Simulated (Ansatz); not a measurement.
Computed with Ansatz on PBE0-D4/def2-TZVP structures; ΔE is electronic, products minus reactants. CCSD(T)/CBS is the MP2 limit (def2-TZVPP, def2-QZVPP) plus CCSD(T) − MP2 in def2-TZVPP, frozen cores. Double bonds are as drawn, so ΔE can hold a change between cis and trans. Functionals use def2-TZVPP. Elements past krypton have def2 core potentials. For Sn outer-core shells are correlated without core-valence functions, which leaves a few kJ/mol of doubt a bond. One conformer a species, not always the lowest.

`B/C(N)=[CH]/[SnH3]` + `NB[SiH2]Cl` → `B[SiH](Cl)BN` + `N/C=[CH]/[SnH3]`  (formal exchange of groups at a B–C bond)

`B/C(N)=[CH]/[SnH3]`:

Z-matrix (Å, degrees):
```
Sn
C 1 2.120
H 1 1.715 2 109.3
H 1 1.706 2 109.9 3 -119.9
H 1 1.708 2 111.6 3 119.1
C 2 1.358 1 126.4 3 -22.4
H 2 1.083 1 117.3 3 157.0
N 6 1.378 2 124.3 1 -5.1
B 6 1.544 2 116.9 1 172.9
H 8 1.005 6 116.5 2 160.2
H 8 1.008 6 118.7 2 17.3
H 9 1.193 6 119.5 2 11.6
H 9 1.200 6 120.6 2 -166.8
```

`NB[SiH2]Cl`:

Z-matrix (Å, degrees):
```
Si
B 1 2.014
Cl 1 2.073 2 109.0
H 1 1.487 2 113.3 3 -118.8
H 1 1.491 2 113.0 3 118.4
N 2 1.384 1 120.3 3 -120.0
H 2 1.198 1 121.4 3 59.7
H 6 1.008 2 123.0 1 179.5
H 6 1.007 2 123.7 1 0.3
```

`B[SiH](Cl)BN`:

Z-matrix (Å, degrees):
```
Si
Cl 1 2.093
B 1 2.021 2 107.0
B 1 1.995 2 112.2 3 -122.5
H 1 1.492 2 106.1 3 118.4
N 3 1.380 1 118.0 2 -4.1
H 3 1.198 1 122.4 2 176.3
H 4 1.194 1 123.4 2 11.0
H 4 1.197 1 118.4 2 -171.8
H 6 1.009 3 122.4 1 0.9
H 6 1.007 3 123.6 1 179.6
```

`N/C=[CH]/[SnH3]`:

Z-matrix (Å, degrees):
```
Sn
C 1 2.100
H 1 1.712 2 111.9
H 1 1.712 2 111.5 3 -120.3
H 1 1.711 2 107.5 3 119.9
C 2 1.339 1 121.6 3 -117.8
H 2 1.088 1 119.5 3 61.1
N 6 1.374 2 126.7 1 175.8
H 6 1.089 2 120.5 1 -0.9
H 8 1.007 6 116.9 2 16.1
H 8 1.005 6 117.1 2 156.7
```

(1) Is it downhill or uphill in electronic energy at CCSD(T)/CBS, and by how much? (An estimate is asked.)

(2) What do these levels give: r2SCAN-D4, PBE0-D4, ωB97M-V, PBE, r2SCAN, PBE0, SCS-MP2/def2-TZVPP, CCSD(T)/def2-TZVPP, HF/def2-QZVPP, SCS-MP2/def2-QZVPP, HF/CBS(def2), MP2/CBS(def2)? (Best estimate.)

Largest T1 diagnostic among the species: 0.014.

## Answers

(1) The calculation gave: Uphill: ΔE = +7.7 kcal/mol.

(2) The calculation gave: r2SCAN-D4 6.6, PBE0-D4 6.1, ωB97M-V 7.2, PBE 6.2, r2SCAN 6.5, PBE0 6.0, SCS-MP2/def2-TZVPP 8.6, CCSD(T)/def2-TZVPP 7.7, HF/def2-QZVPP 6.6, SCS-MP2/def2-QZVPP 8.6, HF/CBS(def2) 6.7, MP2/CBS(def2) 8.9 kcal/mol.

In def2-TZVPP, CCSD(T) changes the Hartree–Fock value by +1.2 kcal/mol (the triples alone add +0.6 kcal/mol) and MP2 by +2.4 kcal/mol.
